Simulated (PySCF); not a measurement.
C4H9FSi, SMILES CC[SiH2]/C=C\F.

Geometry optimised at PBE0-D3(BJ)/def2-SVP. The structure was generated by enumeration; whether it is a known compound was not checked. Other conformers were not sampled.

Level of theory: TDDFT-CAM-B3LYP/def2-SVPD run with PySCF 2.14.0.

Vertical excitations. 

Computed excitation energies, oscillator strengths and character:
```json
[
 {"state": "S1", "energy (eV)": "6.95", "λ (nm)": "178", "f": "0.357", "main pairs": "HOMO→LUMO 98 %"},
 {"state": "S2", "energy (eV)": "7.22", "λ (nm)": "172", "f": "0.016", "main pairs": "HOMO→LUMO+2 74 %, HOMO→LUMO+1 18 %"},
 {"state": "S3", "energy (eV)": "7.32", "λ (nm)": "169", "f": "0.000", "main pairs": "HOMO−3→LUMO 57 %, HOMO−1→LUMO 37 %"},
 {"state": "S4", "energy (eV)": "7.67", "λ (nm)": "162", "f": "0.001", "main pairs": "HOMO→LUMO+1 43 %, HOMO→LUMO+4 23 %, HOMO−1→LUMO 12 %, HOMO−3→LUMO 9 %"},
 {"state": "S5", "energy (eV)": "7.78", "λ (nm)": "159", "f": "0.007", "main pairs": "HOMO−1→LUMO 46 %, HOMO−3→LUMO 25 %, HOMO→LUMO+1 17 %"},
 {"state": "S6", "energy (eV)": "8.00", "λ (nm)": "155", "f": "0.008", "main pairs": "HOMO−1→LUMO+1 86 %"},
 {"state": "S7", "energy (eV)": "8.10", "λ (nm)": "153", "f": "0.012", "main pairs": "HOMO→LUMO+3 77 %"},
 {"state": "S8", "energy (eV)": "8.21", "λ (nm)": "151", "f": "0.002", "main pairs": "HOMO→LUMO+4 52 %, HOMO→LUMO+6 19 %"},
 {"state": "S9", "energy (eV)": "8.47", "λ (nm)": "146", "f": "0.016", "main pairs": "HOMO−2→LUMO 29 %, HOMO−1→LUMO+4 29 %, HOMO−1→LUMO+2 27 %"},
 {"state": "S10", "energy (eV)": "8.62", "λ (nm)": "144", "f": "0.026", "main pairs": "HOMO−2→LUMO 60 %, HOMO−1→LUMO+2 12 %, HOMO−1→LUMO+4 11 %"},
 {"state": "T1", "energy (eV)": "4.16", "λ (nm)": "298", "f": "0", "main pairs": "HOMO→LUMO 90 %"},
 {"state": "T2", "energy (eV)": "6.83", "λ (nm)": "181", "f": "0", "main pairs": "HOMO−3→LUMO 79 %, HOMO−1→LUMO 13 %"},
 {"state": "T3", "energy (eV)": "7.06", "λ (nm)": "176", "f": "0", "main pairs": "HOMO→LUMO+2 73 %, HOMO→LUMO+1 17 %"},
 {"state": "T4", "energy (eV)": "7.48", "λ (nm)": "166", "f": "0", "main pairs": "HOMO→LUMO+1 34 %, HOMO−1→LUMO 24 %, HOMO→LUMO+4 19 %"}
]
```
Triplets are in the Tamm–Dancoff approximation, which puts them higher than full response would, so one can lie above its singlet here.
